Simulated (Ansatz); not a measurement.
System: thiosilicic acid, sum formula H$_{4}$SiSO$_{3}$, net charge 0, singlet state. 
Structure (B3LYP-D3(BJ)/def2-TZVP (Ansatz, a program for electronic structure) minimum search):
```xyz
9

O      0.5711    -0.1832     1.6663
Si    -0.2167    -0.1738     0.2354
O     -0.5207    -1.7395    -0.1244
O     -1.6636     0.5950     0.2326
S      1.0110     0.8759    -1.1583
H      0.3597    -0.9015     2.2704
H     -1.0819    -1.9271    -0.8812
H     -1.6689     1.5454     0.3742
H      2.1556     0.3238    -0.7216
```

Wanted: vertical ionisation energy (to the doublet state of charge +1; each state is the SCF solution reached for its spin), in eV. Valence correlation only, unless marked. Open shells are spin-unrestricted. No spin-orbit coupling. No relativistic terms. Basis-set limits of correlation are two-point, X^-3; Hartree-Fock from the larger set. [CCSD(T)-MP2]/basis is that difference in the basis named.

```csv
level,program,vertical ionisation energy (eV)
B3LYP/def2-TZVPD,Ansatz,…
PBE0/def2-TZVPD,Ansatz,…
CAM-B3LYP/def2-TZVPD,Ansatz,10.05
wB97M-V/def2-TZVPD,Ansatz,10.07
"RI-MP2/CBS(aug-cc-pV(T+d)Z,aug-cc-pV(Q+d)Z)+[CCSD(T)-MP2]/aug-cc-pV(T+d)Z",Ansatz,10.20
```

Question: Fill in the missing entries.

Answer: 
- B3LYP/def2-TZVPD, vertical ionisation energy (eV): 9.95
- PBE0/def2-TZVPD, vertical ionisation energy (eV): 9.94
